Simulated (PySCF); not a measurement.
Record of a relaxation.

Compound: (F)3Si-NH-SiH3.
Bonds: Si1–F2, Si1–F3, Si1–F4, Si1–N5, N5–Si6. Hydrogens: H7 on N5; H8, H9, H10 on Si6.

Method: PBE0-D3(BJ)/def2-SVP geometry optimisation, gas phase in PySCF 2.14.0; density fitting, grid level 1; the optimiser is geomeTRIC in internal coordinates, started from a GFN2-xTB structure with every atom displaced at random (about 0.03 Å). 13 of its 17 geometries are shown. The frame can shift and turn from step to step; on so coarse a grid that alone can change the energy by a few meV, and forces under 0.02 eV/Å are noise.

Step 0: E = -25438.5823 eV, largest atomic force 3.992 eV/Å
```
atom  x, y, z in Å  |  force x, y, z in eV/Å
Si1    -0.520   -1.022   -0.973   -3.066   2.180  -1.334
F2     -1.727   -0.064   -1.649    1.668  -1.074   0.712
F3     -1.449   -1.933   -0.063    0.197  -0.616   0.521
F4      0.133   -1.833   -2.149    0.492  -0.842  -0.657
N5      0.611   -0.066   -0.237    1.270   0.590   0.950
Si6     0.383    1.070    1.128    1.052  -0.939  -0.997
H7      1.594   -0.232   -0.496   -0.601   0.068   0.095
H8     -0.034    0.321    2.282   -0.433  -0.439   0.941
H9      1.725    1.627    1.401    0.150   0.230  -0.019
H10    -0.592    2.055    0.760   -0.728   0.841  -0.212
```

Step 1: E = -25438.8638 eV, largest atomic force 1.349 eV/Å
```
atom  x, y, z in Å  |  force x, y, z in eV/Å
Si1    -0.561   -0.999   -1.015   -1.027   0.749  -0.453
F2     -1.718   -0.083   -1.699    0.629  -0.434   0.279
F3     -1.395   -1.973   -0.062    0.085  -0.162   0.144
F4      0.140   -1.861   -2.153    0.143  -0.232  -0.188
N5      0.587   -0.059   -0.229    0.147   0.290   0.519
Si6     0.400    1.059    1.136    0.072  -0.317  -0.235
H7      1.551   -0.235   -0.495    0.028  -0.046  -0.069
H8     -0.055    0.333    2.362   -0.043   0.086  -0.043
H9      1.758    1.622    1.385   -0.051   0.062  -0.025
H10    -0.584    2.119    0.775    0.017   0.004   0.070
```

Step 3: E = -25438.8932 eV, largest atomic force 0.063 eV/Å
```
atom  x, y, z in Å  |  force x, y, z in eV/Å
Si1    -0.572   -0.992   -1.026    0.011  -0.016   0.013
F2     -1.700   -0.101   -1.726   -0.012   0.003  -0.017
F3     -1.367   -1.988   -0.056    0.005   0.010  -0.005
F4      0.155   -1.874   -2.145    0.001   0.007  -0.004
N5      0.580   -0.059   -0.216    0.017   0.000   0.061
Si6     0.399    1.055    1.133   -0.005  -0.003  -0.011
H7      1.540   -0.244   -0.493   -0.004  -0.014  -0.025
H8     -0.065    0.359    2.370   -0.002   0.005  -0.007
H9      1.745    1.649    1.372   -0.007   0.013  -0.008
H10    -0.589    2.119    0.791   -0.004  -0.005   0.004
```

Step 4: E = -25438.8938 eV, largest atomic force 0.059 eV/Å
```
atom  x, y, z in Å  |  force x, y, z in eV/Å
Si1    -0.566   -0.997   -1.023   -0.030   0.038  -0.033
F2     -1.689   -0.105   -1.734    0.031  -0.034   0.022
F3     -1.368   -1.991   -0.057    0.006   0.007  -0.006
F4      0.166   -1.878   -2.140    0.001   0.006   0.014
N5      0.583   -0.063   -0.207    0.010  -0.043   0.005
Si6     0.394    1.058    1.132    0.001   0.024  -0.002
H7      1.542   -0.249   -0.491   -0.009   0.007   0.001
H8     -0.061    0.368    2.374    0.005  -0.009   0.013
H9      1.732    1.673    1.361   -0.003   0.003  -0.004
H10    -0.608    2.107    0.788   -0.014   0.000  -0.011
```

Step 5: E = -25438.8945 eV, largest atomic force 0.109 eV/Å
```
atom  x, y, z in Å  |  force x, y, z in eV/Å
Si1    -0.556   -1.005   -1.019   -0.047   0.078  -0.060
F2     -1.670   -0.114   -1.749    0.051  -0.050   0.046
F3     -1.370   -1.994   -0.060    0.003  -0.002  -0.001
F4      0.188   -1.887   -2.128    0.001   0.001   0.022
N5      0.587   -0.071   -0.194   -0.003  -0.071  -0.046
Si6     0.385    1.064    1.131   -0.002   0.039   0.002
H7      1.545   -0.254   -0.482   -0.002   0.024   0.028
H8     -0.050    0.383    2.385    0.016  -0.014   0.025
H9      1.708    1.716    1.341    0.002  -0.005   0.001
H10    -0.643    2.085    0.780   -0.018   0.000  -0.018
```

Step 7: E = -25438.8977 eV, largest atomic force 0.130 eV/Å
```
atom  x, y, z in Å  |  force x, y, z in eV/Å
Si1    -0.512   -1.031   -1.009   -0.018   0.079  -0.062
F2     -1.588   -0.145   -1.800    0.030  -0.028   0.049
F3     -1.378   -1.996   -0.072   -0.007  -0.022   0.014
F4      0.273   -1.928   -2.076   -0.006  -0.012   0.010
N5      0.605   -0.102   -0.144   -0.036  -0.048  -0.115
Si6     0.342    1.086    1.122   -0.007   0.028   0.006
H7      1.566   -0.261   -0.433    0.017   0.025   0.074
H8      0.019    0.448    2.431    0.032  -0.005   0.023
H9      1.596    1.882    1.242    0.009  -0.007   0.008
H10    -0.798    1.969    0.742   -0.013  -0.012  -0.008
```

Step 8: E = -25438.9011 eV, largest atomic force 0.109 eV/Å
```
atom  x, y, z in Å  |  force x, y, z in eV/Å
Si1    -0.482   -1.044   -1.005    0.020   0.011  -0.007
F2     -1.526   -0.156   -1.831   -0.011   0.019   0.003
F3     -1.386   -1.991   -0.086   -0.005  -0.024   0.016
F4      0.324   -1.958   -2.041   -0.009  -0.012  -0.006
N5      0.618   -0.123   -0.111   -0.041   0.038  -0.093
Si6     0.310    1.098    1.114    0.001  -0.009   0.009
H7      1.587   -0.263   -0.384    0.020  -0.017   0.066
H8      0.095    0.504    2.466    0.024   0.001   0.002
H9      1.499    1.996    1.154    0.001   0.007  -0.002
H10    -0.914    1.858    0.729    0.001  -0.015   0.013
```

Step 9: E = -25438.9063 eV, largest atomic force 0.197 eV/Å
```
atom  x, y, z in Å  |  force x, y, z in eV/Å
Si1    -0.420   -1.064   -0.998    0.046  -0.111   0.104
F2     -1.393   -0.169   -1.895   -0.043   0.086  -0.089
F3     -1.405   -1.970   -0.121   -0.007  -0.028   0.013
F4      0.422   -2.016   -1.970   -0.008  -0.006  -0.016
N5      0.642   -0.161   -0.045   -0.035   0.191  -0.034
Si6     0.247    1.118    1.096    0.025  -0.062   0.009
H7      1.626   -0.267   -0.274    0.025  -0.096   0.030
H8      0.272    0.657    2.517    0.000  -0.018  -0.041
H9      1.259    2.202    0.939   -0.029   0.032  -0.014
H10    -1.125    1.595    0.756    0.025   0.011   0.037
```

Step 11: E = -25438.9280 eV, largest atomic force 0.265 eV/Å
```
atom  x, y, z in Å  |  force x, y, z in eV/Å
Si1    -0.380   -1.086   -1.008   -0.062  -0.142   0.138
F2     -1.137   -0.226   -2.123   -0.080   0.018  -0.037
F3     -1.532   -1.838   -0.182    0.092   0.129  -0.068
F4      0.494   -2.201   -1.750    0.064   0.002  -0.044
N5      0.620   -0.148   -0.024    0.147   0.170   0.140
Si6     0.201    1.164    1.066    0.017  -0.037   0.014
H7      1.620   -0.322   -0.104   -0.067  -0.131  -0.103
H8      0.762    0.904    2.425   -0.034  -0.027  -0.007
H9      0.763    2.465    0.591   -0.058  -0.020  -0.029
H10    -1.286    1.212    1.114   -0.018   0.038  -0.003
```

Step 12: E = -25438.9295 eV, largest atomic force 0.118 eV/Å
```
atom  x, y, z in Å  |  force x, y, z in eV/Å
Si1    -0.440   -1.049   -1.007   -0.019   0.019  -0.076
F2     -1.296   -0.170   -2.038    0.015  -0.089   0.060
F3     -1.513   -1.828   -0.108   -0.002   0.078  -0.027
F4      0.383   -2.134   -1.847    0.011  -0.004  -0.013
N5      0.634   -0.122   -0.093   -0.006   0.049  -0.028
Si6     0.267    1.128    1.082    0.071  -0.016   0.092
H7      1.618   -0.343   -0.227   -0.051  -0.026  -0.004
H8      0.573    0.642    2.459   -0.008   0.057   0.051
H9      1.081    2.349    0.811    0.006  -0.010  -0.013
H10    -1.182    1.452    0.973   -0.017  -0.057  -0.043
```

Step 13: E = -25438.9356 eV, largest atomic force 0.073 eV/Å
```
atom  x, y, z in Å  |  force x, y, z in eV/Å
Si1    -0.403   -1.067   -1.009   -0.031  -0.001   0.028
F2     -1.220   -0.199   -2.078   -0.005  -0.018  -0.014
F3     -1.516   -1.826   -0.144    0.004   0.018  -0.009
F4      0.449   -2.161   -1.807    0.014   0.017   0.006
N5      0.633   -0.136   -0.054    0.028   0.065   0.019
Si6     0.233    1.144    1.079   -0.002  -0.034   0.003
H7      1.622   -0.341   -0.170    0.008  -0.043  -0.022
H8      0.659    0.778    2.461   -0.008   0.006   0.006
H9      0.914    2.417    0.698   -0.004   0.000  -0.009
H10    -1.245    1.316    1.027   -0.004  -0.009  -0.008
```

Step 15: E = -25438.9370 eV, largest atomic force under 0.02 eV/Å
```
atom  x, y, z in Å  |  force x, y, z in eV/Å
Si1    -0.392   -1.062   -1.006   -0.001   0.002   0.006
F2     -1.201   -0.207   -2.092    0.004  -0.001   0.001
F3     -1.514   -1.806   -0.140   -0.002  -0.007   0.001
F4      0.466   -2.164   -1.788    0.003  -0.001   0.003
N5      0.645   -0.131   -0.053    0.010   0.008  -0.007
Si6     0.224    1.143    1.077   -0.011  -0.002  -0.004
H7      1.632   -0.349   -0.165   -0.001   0.001  -0.003
H8      0.678    0.804    2.457    0.000  -0.003  -0.001
H9      0.848    2.439    0.676    0.000   0.000   0.003
H10    -1.261    1.256    1.039   -0.002   0.003   0.001
```

Step 16: E = -25438.9371 eV, largest atomic force under 0.02 eV/Å
```
atom  x, y, z in Å  |  force x, y, z in eV/Å
Si1    -0.392   -1.062   -1.006    0.002   0.001   0.000
F2     -1.205   -0.209   -2.091    0.003  -0.001   0.001
F3     -1.511   -1.807   -0.137    0.000  -0.005   0.002
F4      0.467   -2.162   -1.789    0.001  -0.003   0.003
N5      0.646   -0.128   -0.056   -0.003   0.002  -0.010
Si6     0.224    1.143    1.077   -0.004   0.000   0.001
H7      1.633   -0.347   -0.170    0.001   0.005   0.002
H8      0.668    0.796    2.459    0.000  -0.001   0.000
H9      0.856    2.437    0.686    0.001   0.001   0.002
H10    -1.260    1.263    1.032   -0.002   0.000  -0.001
```

Problem. Summarise the path.

Solution. The energy falls by 0.3549 eV from step 0 to step 16; nine tenths of that is first reached at step 9. It falls at every step. The largest force goes from 3.992 to under 0.02 eV/Å. Among the bonds Si1–F2 changes most, from 1.683 to 1.601 Å; the atoms move by 0.601 Å rms after alignment.

Problem. Follow the three bonds and two angles with the largest change from start to end.

Solution. 
```tsv
step	E above end (eV)	largest force (eV/Å)	Si1–F2 (Å)	Si6–H10 (Å)	Si6–H8 (Å)	F2–Si1–F3 (°)	F3–Si1–N5 (°)
0	0.3549	3.992	1.683	1.433	1.438	97.9	118.5
1	0.0733	1.349	1.626	1.491	1.496	102.9	114.8
2	0.0453	0.204	1.595	1.493	1.495	105.1	113.1
3	0.0440	0.063	1.600	1.491	1.493	105.1	113.1
4	0.0433	0.059	1.601	1.491	1.492	105.2	113.1
5	0.0426	0.109	1.602	1.491	1.491	105.2	113.1
6	0.0413	0.134	1.603	1.491	1.491	105.2	113.0
7	0.0394	0.130	1.602	1.491	1.492	105.1	112.9
8	0.0360	0.109	1.600	1.491	1.493	104.8	112.8
9	0.0308	0.197	1.598	1.491	1.494	104.5	112.4
10	0.0270	0.209	1.597	1.491	1.494	104.6	112.4
11	0.0092	0.265	1.599	1.488	1.493	105.7	112.7
12	0.0076	0.118	1.603	1.489	1.492	105.7	112.9
13	0.0016	0.073	1.601	1.489	1.492	105.3	112.5
14	0.0005	0.042	1.602	1.489	1.492	105.3	112.4
15	0.0001	under 0.02	1.601	1.489	1.492	105.1	112.4
16	0.0000	under 0.02	1.601	1.490	1.492	105.1	112.5
```

The cost below is that of the whole optimisation. Hardware: one thread, AMD EPYC (x86_64), no GPU (shared host). Cost: 2.8 min wall, 0.45 GiB resident at most.
